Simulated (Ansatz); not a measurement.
Molecule: sum formula H$_{3}$Si$_{2}$OCl$_{2}$, charge -1, multiplicity 1. It need not be the lowest isomer of its formula. Whether it binds its extra electron was not tested at this geometry. 
Coordinates optimised at B3LYP-D3(BJ)/def2-TZVP (Ansatz, a quantum-chemistry and plane-wave program):
SMILES: Cl[Si-](O[SiH3])Cl
```xyz
8

Si    -2.0658    -0.6817     0.0060
O     -0.7069    -0.6970     0.8977
Si     0.9285    -0.2507     0.7351
Cl     0.6019     1.9733     0.4879
Cl     1.1172    -0.7546    -1.4750
H     -2.1586     0.4386    -0.9590
H     -2.2512    -1.9531    -0.7457
H     -3.2357    -0.5732     0.9271
```
Charge -1, spin multiplicity 1.

Total electronic energies in hartree. Correlated levels leave the core frozen unless marked. Spin-orbit coupling is left out. No relativistic terms. Basis-set limits of correlation are two-point, X^-3; Hartree-Fock from the larger set.

```json
[
 {"level": "HF/cc-pV(D+d)Z", "program": "Ansatz", "energy (Eh)": "-1573.71038"},
 {"level": "HF/cc-pVTZ", "program": "Ansatz", "energy (Eh)": "-1573.79369"},
 {"level": "HF/cc-pV(Q+d)Z", "program": "Ansatz", "energy (Eh)": "-1573.82412"},
 {"level": "HF/cc-pV(5+d)Z", "program": "Ansatz", "energy (Eh)": "-1573.82848"},
 {"level": "RI-HF/aug-cc-pV(T+d)Z", "program": "Ansatz", "energy (Eh)": "-1573.80761"},
 {"level": "r2SCAN-D4/def2-TZVPD", "program": "Ansatz + dftd4", "energy (Eh)": "-1576.58745"},
 {"level": "B97M-V/def2-TZVPD", "program": "Ansatz", "energy (Eh)": "-1576.32803"},
 {"level": "CAM-B3LYP-D4/def2-TZVPD", "program": "Ansatz + dftd4", "energy (Eh)": "-1576.76644"},
 {"level": "MP2/STO-3G", "program": "Ansatz", "energy (Eh)": "-1556.15700"},
 {"level": "MP2/6-31G", "program": "Ansatz", "energy (Eh)": "-1573.77212"},
 {"level": "RI-MP2/cc-pV(Q+d)Z", "program": "Ansatz", "energy (Eh)": "-1574.76225"},
 {"level": "SCS-MP2/cc-pVTZ", "program": "Ansatz", "energy (Eh)": "-1574.64428"},
 {"level": "SCS-MP2/aug-cc-pV(Q+d)Z", "program": "Ansatz", "energy (Eh)": "-1574.77700"},
 {"level": "CCSD/STO-3G", "program": "Ansatz", "energy (Eh)": "-1556.18622"},
 {"level": "CCSD/6-31G*", "program": "Ansatz", "energy (Eh)": "-1574.25901"},
 {"level": "CCSD/aug-cc-pV(D+d)Z", "program": "Ansatz", "energy (Eh)": "-1574.49657"},
 {"level": "CCSD/cc-pVTZ", "program": "Ansatz", "energy (Eh)": "-1574.70626"},
 {"level": "CCSD/aug-cc-pV(Q+d)Z", "program": "Ansatz", "energy (Eh)": "-1574.82168"},
 {"level": "CCSD/cc-pV(Q+d)Z", "program": "Ansatz", "energy (Eh)": "-1574.81145"},
 {"level": "CCSD(T)/6-31G", "program": "Ansatz", "energy (Eh)": "-1573.81303"},
 {"level": "CCSD(T)/6-31G*", "program": "Ansatz", "energy (Eh)": "-1574.27522"},
 {"level": "CCSD(T)/cc-pV(Q+d)Z", "program": "Ansatz", "energy (Eh)": "-1574.85638"},
 {"level": "CCSD(T)/CBS(aug-cc-pV(T+d)Z,aug-cc-pV(Q+d)Z)", "program": "Ansatz", "energy (Eh)": "-1574.9147"}
]
```

Totals of different functionals don't rank their quality; only differences between species are comparable.
